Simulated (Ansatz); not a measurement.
**Molecular dynamics of C2H8OSi2**

Input file:

```yaml
crystal:
  periodic: [false, false, false]
  atoms:
    - { symbol: C, position_ang: [-1.577169, 0.084081, 0.837846] }
    - { symbol: Si, position_ang: [0.121863, 0.308395, 0.241674] }
    - { symbol: Si, position_ang: [1.361613, -1.595892, -0.167865] }
    - { symbol: C, position_ang: [-0.404545, 1.425587, -1.105984] }
    - { symbol: O, position_ang: [-0.02329, 2.625049, -1.496695] }
    - { symbol: H, position_ang: [-1.610795, -0.803771, 1.46711] }
    - { symbol: H, position_ang: [-1.669879, 0.967529, 1.502392] }
    - { symbol: H, position_ang: [-2.338733, 0.066145, 0.016603] }
    - { symbol: H, position_ang: [0.814987, 1.076123, 1.206415] }
    - { symbol: H, position_ang: [0.301809, -2.748552, -0.012883] }
    - { symbol: H, position_ang: [2.374325, -1.907235, 0.932896] }
    - { symbol: H, position_ang: [1.801478, -1.712874, -1.602771] }
    - { symbol: H, position_ang: [-0.651474, 0.755676, -2.036056] }
magnetization:
  spin_polarized: true
basis:
  gaussian: { orbitals: STO-3G }
hamiltonian:
  xc: pbe0
md:
  timestep: 2.5
  n_steps: 120
  ensemble: nve
  temperature: 400.0
  initial_velocities: maxwell_boltzmann
  seed: 224442
```

Run as:

```bash
$ ansatz run input.yaml --threads 1 --pin off --max-ram 2048MiB --backend cpu --events-out ev --progress --plain --runs-dir out
```

It goes on from the last frame of an earlier run, with new velocities.

Output, in part (one step line in 2, the closing report, with atoms numbered from 0):

```
md step     0: t =     0.00 fs  T =   400.0 K  F+E_penalty+E_count = -19757.56094929 eV  E_kin = 0.568744 eV  conserved = -19756.99220530 eV  (47 SCF iters)
md step     2: t =     5.00 fs  T =   754.1 K  F+E_penalty+E_count = -19758.17144094 eV  E_kin = 1.072165 eV  conserved = -19757.09927594 eV  (30 SCF iters)
md step     4: t =    10.00 fs  T =   954.5 K  F+E_penalty+E_count = -19758.46379206 eV  E_kin = 1.357155 eV  conserved = -19757.10663660 eV  (30 SCF iters)
md step     6: t =    15.00 fs  T =   780.7 K  F+E_penalty+E_count = -19758.18878779 eV  E_kin = 1.110022 eV  conserved = -19757.07876618 eV  (33 SCF iters)
md step     8: t =    20.00 fs  T =   522.2 K  F+E_penalty+E_count = -19757.79171300 eV  E_kin = 0.742447 eV  conserved = -19757.04926606 eV  (33 SCF iters)
md step    10: t =    25.00 fs  T =   618.8 K  F+E_penalty+E_count = -19757.85835042 eV  E_kin = 0.879830 eV  conserved = -19756.97852052 eV  (31 SCF iters)
md step    12: t =    30.00 fs  T =   951.6 K  F+E_penalty+E_count = -19758.34572549 eV  E_kin = 1.352977 eV  conserved = -19756.99274844 eV  (32 SCF iters)
md step    14: t =    35.00 fs  T =   607.6 K  F+E_penalty+E_count = -19757.84964673 eV  E_kin = 0.863955 eV  conserved = -19756.98569188 eV  (33 SCF iters)
md step    16: t =    40.00 fs  T =   787.8 K  F+E_penalty+E_count = -19758.24439263 eV  E_kin = 1.120082 eV  conserved = -19757.12431020 eV  (30 SCF iters)
md step    18: t =    45.00 fs  T =   875.9 K  F+E_penalty+E_count = -19758.33171610 eV  E_kin = 1.245367 eV  conserved = -19757.08634924 eV  (30 SCF iters)
md step    20: t =    50.00 fs  T =   964.8 K  F+E_penalty+E_count = -19758.46026871 eV  E_kin = 1.371846 eV  conserved = -19757.08842247 eV  (33 SCF iters)
md step    22: t =    55.00 fs  T =   756.3 K  F+E_penalty+E_count = -19758.14404214 eV  E_kin = 1.075334 eV  conserved = -19757.06870853 eV  (33 SCF iters)
md step    24: t =    60.00 fs  T =   444.5 K  F+E_penalty+E_count = -19757.60913484 eV  E_kin = 0.632067 eV  conserved = -19756.97706822 eV  (31 SCF iters)
md step    26: t =    65.00 fs  T =   716.9 K  F+E_penalty+E_count = -19758.00473866 eV  E_kin = 1.019373 eV  conserved = -19756.98536612 eV  (32 SCF iters)
md step    28: t =    70.00 fs  T =   543.9 K  F+E_penalty+E_count = -19757.76710542 eV  E_kin = 0.773284 eV  conserved = -19756.99382102 eV  (34 SCF iters)
md step    30: t =    75.00 fs  T =   847.7 K  F+E_penalty+E_count = -19758.33231823 eV  E_kin = 1.205337 eV  conserved = -19757.12698100 eV  (32 SCF iters)
md step    32: t =    80.00 fs  T =   684.9 K  F+E_penalty+E_count = -19758.02274961 eV  E_kin = 0.973891 eV  conserved = -19757.04885872 eV  (29 SCF iters)
md step    34: t =    85.00 fs  T =   783.0 K  F+E_penalty+E_count = -19758.20271960 eV  E_kin = 1.113312 eV  conserved = -19757.08940807 eV  (33 SCF iters)
md step    36: t =    90.00 fs  T =   484.5 K  F+E_penalty+E_count = -19757.73418160 eV  E_kin = 0.688898 eV  conserved = -19757.04528321 eV  (33 SCF iters)
md step    38: t =    95.00 fs  T =   720.7 K  F+E_penalty+E_count = -19758.06139189 eV  E_kin = 1.024714 eV  conserved = -19757.03667827 eV  (31 SCF iters)
md step    40: t =   100.00 fs  T =   809.0 K  F+E_penalty+E_count = -19758.13332895 eV  E_kin = 1.150215 eV  conserved = -19756.98311370 eV  (31 SCF iters)
md step    42: t =   105.00 fs  T =   617.7 K  F+E_penalty+E_count = -19757.90057887 eV  E_kin = 0.878264 eV  conserved = -19757.02231506 eV  (34 SCF iters)
md step    44: t =   110.00 fs  T =   696.2 K  F+E_penalty+E_count = -19758.10648731 eV  E_kin = 0.989851 eV  conserved = -19757.11663615 eV  (32 SCF iters)
md step    46: t =   115.00 fs  T =   708.5 K  F+E_penalty+E_count = -19758.07985688 eV  E_kin = 1.007404 eV  conserved = -19757.07245331 eV  (30 SCF iters)
md step    48: t =   120.00 fs  T =   934.5 K  F+E_penalty+E_count = -19758.41716171 eV  E_kin = 1.328734 eV  conserved = -19757.08842769 eV  (33 SCF iters)
md step    50: t =   125.00 fs  T =  1029.2 K  F+E_penalty+E_count = -19758.57111765 eV  E_kin = 1.463390 eV  conserved = -19757.10772728 eV  (34 SCF iters)
md step    52: t =   130.00 fs  T =   776.9 K  F+E_penalty+E_count = -19758.14848373 eV  E_kin = 1.104679 eV  conserved = -19757.04380435 eV  (30 SCF iters)
md step    54: t =   135.00 fs  T =   568.2 K  F+E_penalty+E_count = -19757.76935068 eV  E_kin = 0.807907 eV  conserved = -19756.96144344 eV  (31 SCF iters)
md step    56: t =   140.00 fs  T =   812.7 K  F+E_penalty+E_count = -19758.18372586 eV  E_kin = 1.155588 eV  conserved = -19757.02813750 eV  (34 SCF iters)
md step    58: t =   145.00 fs  T =  1039.2 K  F+E_penalty+E_count = -19758.61748997 eV  E_kin = 1.477637 eV  conserved = -19757.13985256 eV  (31 SCF iters)
md step    60: t =   150.00 fs  T =   690.0 K  F+E_penalty+E_count = -19758.03990068 eV  E_kin = 0.981113 eV  conserved = -19757.05878811 eV  (27 SCF iters)
md step    62: t =   155.00 fs  T =   724.4 K  F+E_penalty+E_count = -19758.11823395 eV  E_kin = 1.029987 eV  conserved = -19757.08824734 eV  (32 SCF iters)
md step    64: t =   160.00 fs  T =   865.2 K  F+E_penalty+E_count = -19758.35983223 eV  E_kin = 1.230171 eV  conserved = -19757.12966085 eV  (34 SCF iters)
md step    66: t =   165.00 fs  T =   686.7 K  F+E_penalty+E_count = -19758.02367536 eV  E_kin = 0.976393 eV  conserved = -19757.04728232 eV  (30 SCF iters)
md step    68: t =   170.00 fs  T =   618.0 K  F+E_penalty+E_count = -19757.84633349 eV  E_kin = 0.878648 eV  conserved = -19756.96768584 eV  (31 SCF iters)
md step    70: t =   175.00 fs  T =   662.7 K  F+E_penalty+E_count = -19757.94003855 eV  E_kin = 0.942300 eV  conserved = -19756.99773893 eV  (30 SCF iters)
md step    72: t =   180.00 fs  T =   790.7 K  F+E_penalty+E_count = -19758.24887525 eV  E_kin = 1.124222 eV  conserved = -19757.12465331 eV  (32 SCF iters)
md step    74: t =   185.00 fs  T =   608.5 K  F+E_penalty+E_count = -19757.91116231 eV  E_kin = 0.865262 eV  conserved = -19757.04589990 eV  (31 SCF iters)
md step    76: t =   190.00 fs  T =   779.5 K  F+E_penalty+E_count = -19758.18496049 eV  E_kin = 1.108358 eV  conserved = -19757.07660248 eV  (32 SCF iters)
md step    78: t =   195.00 fs  T =   697.9 K  F+E_penalty+E_count = -19758.07941482 eV  E_kin = 0.992261 eV  conserved = -19757.08715395 eV  (48 SCF iters)
md step    80: t =   200.00 fs  T =   650.7 K  F+E_penalty+E_count = -19757.95401985 eV  E_kin = 0.925199 eV  conserved = -19757.02882126 eV  (30 SCF iters)
md step    82: t =   205.00 fs  T =   703.3 K  F+E_penalty+E_count = -19757.98160204 eV  E_kin = 0.999943 eV  conserved = -19756.98165919 eV  (29 SCF iters)
md step    84: t =   210.00 fs  T =   592.2 K  F+E_penalty+E_count = -19757.83447323 eV  E_kin = 0.841957 eV  conserved = -19756.99251584 eV  (33 SCF iters)
md step    86: t =   215.00 fs  T =   926.8 K  F+E_penalty+E_count = -19758.43673182 eV  E_kin = 1.317835 eV  conserved = -19757.11889636 eV  (32 SCF iters)
md step    88: t =   220.00 fs  T =   852.8 K  F+E_penalty+E_count = -19758.27589651 eV  E_kin = 1.212503 eV  conserved = -19757.06339307 eV  (30 SCF iters)
md step    90: t =   225.00 fs  T =   813.0 K  F+E_penalty+E_count = -19758.25263935 eV  E_kin = 1.155941 eV  conserved = -19757.09669811 eV  (32 SCF iters)
md step    92: t =   230.00 fs  T =   742.1 K  F+E_penalty+E_count = -19758.13396165 eV  E_kin = 1.055207 eV  conserved = -19757.07875437 eV  (31 SCF iters)
md step    94: t =   235.00 fs  T =   845.2 K  F+E_penalty+E_count = -19758.24056147 eV  E_kin = 1.201786 eV  conserved = -19757.03877562 eV  (29 SCF iters)
md step    96: t =   240.00 fs  T =   717.6 K  F+E_penalty+E_count = -19757.99016705 eV  E_kin = 1.020268 eV  conserved = -19756.96989855 eV  (30 SCF iters)
md step    98: t =   245.00 fs  T =   501.3 K  F+E_penalty+E_count = -19757.70637240 eV  E_kin = 0.712712 eV  conserved = -19756.99366052 eV  (33 SCF iters)
md step   100: t =   250.00 fs  T =   820.3 K  F+E_penalty+E_count = -19758.28411459 eV  E_kin = 1.166326 eV  conserved = -19757.11778901 eV  (33 SCF iters)
md step   102: t =   255.00 fs  T =   851.4 K  F+E_penalty+E_count = -19758.23743176 eV  E_kin = 1.210613 eV  conserved = -19757.02681858 eV  (30 SCF iters)
md step   104: t =   260.00 fs  T =  1048.3 K  F+E_penalty+E_count = -19758.58934401 eV  E_kin = 1.490541 eV  conserved = -19757.09880253 eV  (32 SCF iters)
md step   106: t =   265.00 fs  T =   452.2 K  F+E_penalty+E_count = -19757.67288740 eV  E_kin = 0.643018 eV  conserved = -19757.02986952 eV  (33 SCF iters)
md step   108: t =   270.00 fs  T =   773.6 K  F+E_penalty+E_count = -19758.16638132 eV  E_kin = 1.099957 eV  conserved = -19757.06642401 eV  (31 SCF iters)
md step   110: t =   275.00 fs  T =   641.2 K  F+E_penalty+E_count = -19757.83688388 eV  E_kin = 0.911717 eV  conserved = -19756.92516653 eV  (30 SCF iters)
md step   112: t =   280.00 fs  T =   842.5 K  F+E_penalty+E_count = -19758.22989646 eV  E_kin = 1.197847 eV  conserved = -19757.03204926 eV  (33 SCF iters)
md step   114: t =   285.00 fs  T =   583.9 K  F+E_penalty+E_count = -19757.88898998 eV  E_kin = 0.830279 eV  conserved = -19757.05871099 eV  (33 SCF iters)
md step   116: t =   290.00 fs  T =   910.1 K  F+E_penalty+E_count = -19758.41704869 eV  E_kin = 1.293991 eV  conserved = -19757.12305728 eV  (29 SCF iters)
md step   118: t =   295.00 fs  T =   724.8 K  F+E_penalty+E_count = -19758.10402378 eV  E_kin = 1.030566 eV  conserved = -19757.07345729 eV  (30 SCF iters)
md step   120: t =   300.00 fs  T =   767.2 K  F+E_penalty+E_count = -19758.17990441 eV  E_kin = 1.090917 eV  conserved = -19757.08898735 eV  (48 SCF iters)
Total energy: -19758.17992251 eV, -726.0997195770 hartree
Atom 0 at    -1.578070    -0.172497     1.189282 Å, force    -0.290722     1.187696     0.616455 eV/Å
Atom 1 at     0.092498     0.403538     0.419427 Å, force    -3.058789    -0.763309    -0.402095 eV/Å
Atom 2 at     1.236025    -1.350892    -0.308292 Å, force    -0.271011     0.740788     2.070308 eV/Å
Atom 3 at    -0.339539     1.245676    -1.259144 Å, force     3.273010     4.130959    -2.409409 eV/Å
Atom 4 at     0.224082     2.337141    -1.749627 Å, force    -2.094586    -3.300359     2.261535 eV/Å
Atom 5 at    -2.020584    -1.010009     0.667207 Å, force     0.387462    -1.142244     0.155443 eV/Å
Atom 6 at    -1.587487    -0.314797     2.318234 Å, force     0.273931    -0.128030    -1.751653 eV/Å
Atom 7 at    -2.359346     0.573747     0.976936 Å, force     0.410241     0.509770     0.364944 eV/Å
Atom 8 at     0.714156     1.149690     1.468308 Å, force     0.535644     0.526082    -0.126480 eV/Å
Atom 9 at     1.411631    -1.571284    -1.633545 Å, force    -0.243079    -0.220658    -2.820432 eV/Å
Atom 10 at     0.776000    -2.545738     0.289251 Å, force     0.020550    -0.735570     0.487490 eV/Å
Atom 11 at     2.498553    -0.922440     0.089846 Å, force     1.670567    -0.341385     0.714885 eV/Å
Atom 12 at    -0.784042     0.627511    -2.090562 Å, force    -0.613219    -0.463741     0.839010 eV/Å
Dipole moment:    -0.066731    -0.313429     0.183507 e Å
```

The run went to its last step. The conserved energy wandered by up to 13.0 meV per atom (net -7.4 meV per atom), which is poor conservation. The system heated up, since it started high on the potential surface and ran downhill. A step of 2.5 fs is long for free X–H stretches (periods near 10 fs) and can bias their spread and the temperature. A run of 0.3 ps of so small a system gives no equilibrium averages. Limits of this set-up: minimal basis.

The same pairs are bonded in the first frame and the last. Pairs count as bonded within 1.25 times the sum of covalent radii (0.12 Å more for H–H).

Last frame:

```xyz
13
Properties=species:S:1:pos:R:3
C -1.578 -0.172 1.189
Si 0.092 0.404 0.419
Si 1.236 -1.351 -0.308
C -0.340 1.246 -1.259
O 0.224 2.337 -1.750
H -2.021 -1.010 0.667
H -1.587 -0.315 2.318
H -2.359 0.574 0.977
H 0.714 1.150 1.468
H 1.412 -1.571 -1.633
H 0.776 -2.546 0.289
H 2.499 -0.922 0.090
H -0.784 0.627 -2.091
```

Time of the run: 4.4 min on 1 CPU thread of a shared host.
